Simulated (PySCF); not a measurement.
H₈N₄Si. Atoms are numbered in the order given.

```xyz
13

N      1.3402    -0.1934     1.0847
Si     0.0000     0.0000     0.0000
N      0.1934     1.3402    -1.0847
N     -1.3402     0.1934     1.0847
N     -0.1934    -1.3402    -1.0847
H      2.2837    -0.1884     0.7095
H      1.2634    -0.8559     1.8510
H      0.1884     2.2837    -0.7095
H      0.8559     1.2634    -1.8510
H     -2.2837     0.1884     0.7095
H     -1.2634     0.8559     1.8510
H     -0.8559    -1.2634    -1.8510
H     -0.1884    -2.2837    -0.7095
```

Coordinates come from a B3LYP-D3(BJ)/def2-SVP optimisation. Other conformers were not sampled.

Calculation: PBE/def2-TZVP (PySCF).

Symmetry labels are those of the subgroup C2 that the program uses (full group S4).

**Question.** List the valence orbital energies around the gap with their symmetry. (An estimate is asked for; the answer gives what the named calculation found.)

**Answer.** 
```json
[
 {"orbital": "HOMO−7", "symmetry": "B", "energy (eV)": "-11.32"},
 {"orbital": "HOMO−6", "symmetry": "A", "energy (eV)": "-9.70"},
 {"orbital": "HOMO−5", "symmetry": "B", "energy (eV)": "-9.25"},
 {"orbital": "HOMO−4", "symmetry": "B", "energy (eV)": "-9.25"},
 {"orbital": "HOMO−3", "symmetry": "B", "energy (eV)": "-5.84"},
 {"orbital": "HOMO−2", "symmetry": "B", "energy (eV)": "-5.84"},
 {"orbital": "HOMO−1", "symmetry": "A", "energy (eV)": "-5.84"},
 {"orbital": "HOMO", "symmetry": "A", "energy (eV)": "-5.29"},
 {"orbital": "LUMO", "symmetry": "A", "energy (eV)": "-0.03"},
 {"orbital": "LUMO+1", "symmetry": "B", "energy (eV)": "1.15"},
 {"orbital": "LUMO+2", "symmetry": "B", "energy (eV)": "1.15"},
 {"orbital": "LUMO+3", "symmetry": "A", "energy (eV)": "1.21"}
]
```
